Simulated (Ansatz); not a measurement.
Series SbX3: ωB97X-V/def2-TZVP single points in Ansatz on relaxed structures, gas phase. Core potentials for Sb, no spin–orbit coupling. Binding counts from free atoms in the multiplicity of their measured ground term, without zero-point energy. The structures are stationary points that may keep the symmetry of their start.

```csv
species,atoms,state,geometry,HOMO (eV),LUMO (eV),gap (eV),binding per atom (eV),point group (within 0.1 Å)
SbF3,4,singlet,B3LYP-D4/def2-TZVP,-12.09,0.33,12.42,3.52,C3v
SbH3,4,singlet,PBE-D4/def2-TZVP,-9.79,1.72,11.51,2.18,C3v
SbCl3,4,singlet,PBE0-D4/def2-SVP,-10.78,-0.09,10.69,2.53,C3v
SbBr3,4,singlet,r2SCAN-D4/def2-SVP,-10.26,-0.47,9.78,2.17,C3v
SbMe3 (C3H9Sb),13,singlet,PBE0-D4/def2-SVP,-8.63,2.01,10.64,3.66,C3v
```

The gap (eV) runs from 9.78 (SbBr3) to 12.42 (SbF3).
